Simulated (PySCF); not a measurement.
Unknown compound

Molecular formula: C7H15B. Simulated spectra:

1H NMR (400 MHz, computed): δ 5.58 (t, 1H), 2.18 (d, 2H), 1.76 (s, 3H), 1.50 (s, 3H), 0.84 (s, 6H).

13C{1H} NMR (computed): δ 135.7 (C), 132.7 (CH), 36.1 (CH2), 28.1 (CH3), 18.1 (CH3), 15.0 (CH3).

- structure optimised with PBE0-D3(BJ)/def2-SVP
- NMR shieldings at PBE0/pcSseg-1/GIAO
- code: PySCF 2.14
- equivalent nuclei averaged, non-relativistic, a single conformation, isolated molecule

References, each an isolated molecule treated in the same way: 1H and 13C vs TMS.

Which candidate is it?
A. C[C@@H]1BCCC[C@H]1C
B. CC(C)(C)BC1CC1
C. C[C@@H]1BCCC[C@@H]1C
D. CB(C)CC=C(C)C
E. CB1CCCC[C@H]1C
F. CCCBC1CCC1

Results:

D. 

- 6 carbon signals for 7 carbons: some carbons are equivalent by symmetry or fast rotation.
- Carbon types of the structure: 1 × C, 1 × CH, 1 × CH2, 4 × CH3, which accounts for all hydrogens.
- δC 135.7: fully substituted alkene carbon; as expected for a trigonal carbon in a double bond.
- δC 132.7: alkene CH; an sp2 carbon of a C=C bond.
- δC 28.1, 18.1: allylic methyl carbon; a saturated carbon with 1 carbon neighbour and no heteroatom attached.
- δH 5.58: hydrogen on an alkene CH; attached to an sp2 carbon and in the plane of the double bond.
- δH 1.76, 1.50: hydrogen on an allylic methyl carbon; allylic position.

The others: C[C@@H]1BCCC[C@@H]1C would give 7 carbon signals, not 6; CB1CCCC[C@H]1C would give 7 carbon signals, not 6; CC(C)(C)BC1CC1 would give 4 carbon signals, not 6; C[C@@H]1BCCC[C@H]1C would give 7 carbon signals, not 6; CCCBC1CCC1 would give 9 signals for carbon-bound and other non-exchanging H, not 5.

A carbon bonded to boron is broadened by the quadrupolar boron nucleus and is often missing from a measured spectrum. Shifts are as computed. Against solution values, carbons near 30 ppm lie about +2 ppm off and those near 130 ppm about +5 ppm. Of 1309 compounds with measured shifts, 239 miss one by over three times the rms of a fit or turn the order of signals round; such compounds aren't used in these exercises. Multiplicities follow the n + 1 count of equivalent neighbours, as no J values were calculated; m marks all less simple cases, F and P coupling included.
